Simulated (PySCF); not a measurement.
**Working out the ionisation energy of Al⁺**

Al⁺ [Ne] 3s2 (1S) → Al²⁺ [Ne] 3s1 (2S). Computed with PySCF 2.14 in aug-cc-pCVTZ-DK with one added diffuse shell each of s, p, d, f type (9s8p6d4f, 91 functions), with scalar relativity by spin-free X2C-1e. Frozen: nothing. Energies in hartree (1 hartree = 27.21139 eV):

```
            part  Al⁺ (lower)  Al²⁺ (upper)
             UHF  -242.109199   -241.464210
CCSD correlation    -0.355154     -0.312421
             (T)    -0.003481     -0.002086
```

Problem. What does Hartree-Fock give?

Solution. (-241.464210) − (-242.109199) = 0.644989 hartree = 17.551 eV.

Problem. What do CCSD and CCSD(T) give?

Solution. The CCSD correlation energies differ by 0.042733 hartree = 1.163 eV and the triples by 0.001395 hartree = 0.038 eV, so CCSD gives 18.714 eV and CCSD(T) 18.752 eV.

Measured between the centres of the two terms (NIST): 18.829 eV, so CCSD(T) (all electrons) is off by -0.077 eV.

What remains against the reference includes basis incompleteness and higher excitations.
